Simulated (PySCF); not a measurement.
A GIAO shielding run with PySCF 2.14.0 with density-fitted response routines (density fitting, non-relativistic, gas phase) on SMILES CCn1cc(SC)pc1F, C$_{6}$H$_{9}$FNPS:

```
$ OMP_NUM_THREADS=1 python probes_run.py task.json out

{"job": {"kind": "nmr", "xc": "PBE0", "basis": "pcSseg-1"}, "charge": 0, "multiplicity": 1}
C     -2.994859     0.598982     0.115517
C     -2.122711     0.004102    -0.987095
N     -0.789486    -0.269582    -0.501739
C      0.199520     0.661554    -0.432750
C      1.350740     0.189821     0.134526
S      2.777374     1.198816     0.323085
C      3.896580     0.009307     1.107541
P      1.214459    -1.514425     0.627525
C     -0.396960    -1.446016     0.025698
F     -1.292971    -2.445540     0.023260
H     -3.095010    -0.104713     0.938612
H     -3.984106     0.821183    -0.274650
H     -2.552078     1.517016     0.495175
H     -2.041009     0.700775    -1.825110
H     -2.558079    -0.931396    -1.346902
H      0.032129     1.651512    -0.813025
H      4.837758     0.523296     1.274941
H      3.468701    -0.315688     2.052944
H      4.040204    -0.839754     0.443253
```

Hardware: 1 thread of an Arm Neoverse V1, shared host. The job also computes population analyses, field gradients, ring-centre shieldings.

Problem. How large is the calculation?

Solution. 92 electrons, 229 basis functions and 1227 auxiliary functions.

Problem. How long does it take, and how much memory does it need?

Solution. 62 s of wall time, with 14 SCF cycles and 5 response iterations; peak memory 1.1 GiB. Times on a shared host scatter by some tens of per cent.
